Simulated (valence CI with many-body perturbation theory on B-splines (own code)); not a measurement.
## E1 transitions of S⁹⁺

Calculated by configuration interaction combined with many-body perturbation theory (CI+MBPT): five valence electrons over a frozen Dirac-Fock core [He], radial functions for each j: 9 s, 9 p, 8 d, 6 f, 3 g, 1 h, with the one-electron correlation potential Σ1 (screened to all orders), the two-electron term Σ2, the three-electron term Σ3, Breit, model QED; selected single and double excitations, second order for the rest, scaled by the run's own slope (own B-spline code, finite nucleus).

No measured spectrum was set against this ion. As an estimate, levels of excited configurations hold to 0.05 to 0.15 % of their energy, terms of the ground configuration to about 0.5 %. Among the levels kept, up to 2200 cm⁻¹ of a level comes from second order outside the variational space, and about a tenth of that is noise between levels of different J, which matters for small intervals.

Lines 151 to 200 of 242 in falling wavelength, among levels below 2417300 cm⁻¹, chosen from the strongest by gf and those to the six lowest levels. Wavelengths and rates use the calculated energies, so an error of 300 cm⁻¹ moves a line at 4.962 nm by 0.015 % and its rate by three times that or more. Electric multipoles are in the length gauge, E1 and E2 with the static RPA response of the core. Weak lines are less certain than strong ones. Lines between different terms over intervals too small for the method are left out, as are lines whose strength nearly cancels. The highest levels of a list are the least certain.

Names give the largest LS component (configuration and term), which can be under half, so a name can repeat, a term be missing and a line seem to break the LS rules; names also repeat where a configuration has a term twice. Letters in brackets count levels of one name in rising energy.

```tsv
λ vac (nm)	Upper	Lower	A (s⁻¹)	S (a.u.)
4.962	2s2 2p2 3s 4P_5/2	2s2 2p3 2D°_3/2	5.40e+07	1.95e-05
4.927	2s2 2p2 3s 2P_1/2	2s2 2p3 2D°_3/2	2.30e+11	2.71e-02
4.923	2s2 2p2 3s 2D_5/2	2s2 2p3 2P°_3/2	4.55e+10	1.61e-02
4.922	2s2 2p2 3s 2D_3/2	2s2 2p3 2P°_3/2	4.51e+10	1.06e-02
4.918	2s2 2p2 3s 2D_3/2	2s2 2p3 2P°_1/2	3.67e+10	8.62e-03
4.911	2s2 2p2 3s 2P_3/2	2s2 2p3 2D°_5/2	1.88e+11	4.38e-02
4.908	2s2 2p2 3s 2P_3/2	2s2 2p3 2D°_3/2	6.08e+08	1.42e-04
4.816	2s2 2p2 3s 2D_5/2	2s2 2p3 2D°_5/2	1.41e+11	4.66e-02
4.815	2s2 2p2 3s 2D_3/2	2s2 2p3 2D°_5/2	4.36e+09	9.62e-04
4.813	2s2 2p2 3s 2D_5/2	2s2 2p3 2D°_3/2	2.08e+10	6.87e-03
4.812	2s2 2p2 3s 2D_3/2	2s2 2p3 2D°_3/2	1.23e+11	2.71e-02
4.790	2s2 2p2 3s 4P_1/2	2s2 2p3 4S°_3/2	1.10e+11	1.19e-02
4.780	2s2 2p2 3s 4P_3/2	2s2 2p3 4S°_3/2	1.10e+11	2.38e-02
4.766	2s2 2p2 3s 2S_1/2	2s2 2p3 2P°_3/2	1.21e+11	1.29e-02
4.766	2s2 2p2 3s 4P_5/2	2s2 2p3 4S°_3/2	1.11e+11	3.55e-02
4.762	2s2 2p2 3s 2S_1/2	2s2 2p3 2P°_1/2	7.54e+10	8.04e-03
4.734	2s2 2p2 3s 2P_1/2	2s2 2p3 4S°_3/2	2.32e+08	2.43e-05
4.717	2s2 2p2 3s 2P_3/2	2s2 2p3 4S°_3/2	1.14e+08	2.37e-05
4.663	2s2 2p2 3s 2S_1/2	2s2 2p3 2D°_3/2	1.63e+09	1.63e-04
4.629	2s2 2p2 3s 2D_5/2	2s2 2p3 4S°_3/2	3.08e+08	9.04e-05
4.568	2s2 2p2 3d 4F_3/2	2s2 2p3 2P°_3/2	9.97e+08	1.88e-04
4.564	2s2 2p2 3d 4F_3/2	2s2 2p3 2P°_1/2	2.01e+08	3.78e-05
4.541	2s2 2p2 3d 2P_3/2	2s2 2p3 2P°_3/2	1.88e+11	3.47e-02
4.538	2s2 2p2 3d 4D_1/2	2s2 2p3 2P°_3/2	3.16e+10	2.92e-03
4.538	2s2 2p2 3d 2P_3/2	2s2 2p3 2P°_1/2	5.24e+10	9.66e-03
4.534	2s2 2p2 3d 4D_1/2	2s2 2p3 2P°_1/2	5.66e+10	5.21e-03
4.531	2s2 2p2 3d 4D_3/2	2s2 2p3 2P°_3/2	1.05e+11	1.94e-02
4.527	2s2 2p2 3d 4D_3/2	2s2 2p3 2P°_1/2	3.36e+10	6.15e-03
4.521	2s2 2p2 3d 2P_1/2	2s2 2p3 2P°_3/2	1.68e+11	1.53e-02
4.517	2s2 2p2 3d 2P_1/2	2s2 2p3 2P°_1/2	3.12e+11	2.84e-02
4.517	2s2 2p2 3d 2F_5/2 [a]	2s2 2p3 2P°_3/2	3.22e+09	8.78e-04
4.504	2s2 2p2 3d 4P_5/2	2s2 2p3 2P°_3/2	8.07e+08	2.18e-04
4.499	2s2 2p2 3d 4P_3/2	2s2 2p3 2P°_3/2	1.46e+08	2.63e-05
4.496	2s2 2p2 3d 4P_1/2	2s2 2p3 2P°_3/2	2.51e+08	2.25e-05
4.495	2s2 2p2 3d 4P_3/2	2s2 2p3 2P°_1/2	3.48e+08	6.25e-05
4.473	2s2 2p2 3d 4F_3/2	2s2 2p3 2D°_3/2	5.59e+09	9.87e-04
4.471	2s2 2p2 3d 4F_5/2	2s2 2p3 2D°_5/2	2.13e+09	5.63e-04
4.468	2s2 2p2 3d 4F_5/2	2s2 2p3 2D°_3/2	3.56e+09	9.39e-04
4.464	2s2 2p2 3d 4F_7/2	2s2 2p3 2D°_5/2	4.41e+09	1.55e-03
4.450	2s2 2p2 3d 2P_3/2	2s2 2p3 2D°_5/2	7.98e+10	1.39e-02
4.448	2s2 2p2 3d 2P_3/2	2s2 2p3 2D°_3/2	5.55e+10	9.65e-03
4.445	2s2 2p2 3d 2D_3/2 [a]	2s2 2p3 2P°_3/2	1.94e+11	3.36e-02
4.445	2s2 2p2 3d 4D_1/2	2s2 2p3 2D°_3/2	1.82e+10	1.58e-03
4.443	2s2 2p2 3d 4D_5/2	2s2 2p3 2D°_5/2	3.24e+08	8.42e-05
4.442	2s2 2p2 3d 2D_5/2 [a]	2s2 2p3 2P°_3/2	3.96e+11	1.03e-01
4.442	2s2 2p2 3d 2D_3/2 [a]	2s2 2p3 2P°_1/2	5.21e+11	9.02e-02
4.440	2s2 2p2 3d 4D_5/2	2s2 2p3 2D°_3/2	1.21e+10	3.13e-03
4.440	2s2 2p2 3d 4D_3/2	2s2 2p3 2D°_5/2	3.30e+10	5.69e-03
4.438	2s2 2p2 3d 4D_7/2	2s2 2p3 2D°_5/2	7.05e+09	2.43e-03
4.437	2s2 2p2 3d 4D_3/2	2s2 2p3 2D°_3/2	5.46e+10	9.43e-03
```
